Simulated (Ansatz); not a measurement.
Input file for Ansatz (a first-principles code): U-r2SCANh/def2-TZVPP on C3MoO3 (SMILES [O+]#[C-]->[Mo](<-[C-]#[O+])<-[C-]#[O+]), 2S+1 = 3, a spin state set in the input, which need not be the lowest. Elements past Kr take the def2 small-core potentials; no spin–orbit coupling.

Ansatz 0.2 input:
```yaml
crystal:
  periodic: [false, false, false]
  atoms:
    - {symbol: Mo, position_ang: [0.36328645, -0.52204860, 0.36472275]}
    - {symbol: O, position_ang: [2.72254278, 0.13067384, -1.66723318]}
    - {symbol: C, position_ang: [1.89331825, -0.12945722, -0.91772215]}
    - {symbol: O, position_ang: [-2.06659488, -1.10385647, 2.35816666]}
    - {symbol: C, position_ang: [-1.18593081, -0.90713450, 1.65150915]}
    - {symbol: O, position_ang: [-1.19400175, 1.62401234, -1.27611860]}
    - {symbol: C, position_ang: [-0.63472797, 0.83230708, -0.66261288]}
basis:
  gaussian:
    orbitals: def2-TZVPP
hamiltonian:
  xc: {name: r2SCANh}
magnetization: {spin_polarized: true, initial_magnetization: 2}
```

The log:

```
WARN ansatz: RAYON_NUM_THREADS=4 ignored (pool sized by the plan → 4); use --threads N
Functional definition: r2SCANh
integrals: 0.17 GiB planned
1292 factors; their error is unknown
mean field: 2.10 GiB planned
mean field evaluation 1: about -11100.4830 eV, gradient 4.2e1 eV
mean field evaluation 2: about -11089.8386 eV, gradient 6.9e1 eV
mean field evaluation 4: about -11106.0096 eV, gradient 1.2e1 eV
mean field evaluation 8: about -11106.6206 eV, gradient 5.0e-1 eV
mean field evaluation 16: about -11106.6641 eV, gradient 5.2e-3 eV
mean field evaluation 32: about -11106.6641 eV, gradient 4.8e-5 eV
mean field -11106.66408970 eV, -408.1623769293 hartree, gradient 1.1e-5 eV, S^2 2.020469; 7 other end points of the search recorded, 0 dependent functions left out
reference -11106.66410821 eV, -408.1623776093 hartree; 29, 27 occupied and 213, 215 virtual orbitals, 1292 factors
Total energy: -11106.66410821 eV, -408.1623776093 hartree
```

The calculation finished and met its thresholds.

Cost: about 60 core-seconds (a rough figure).
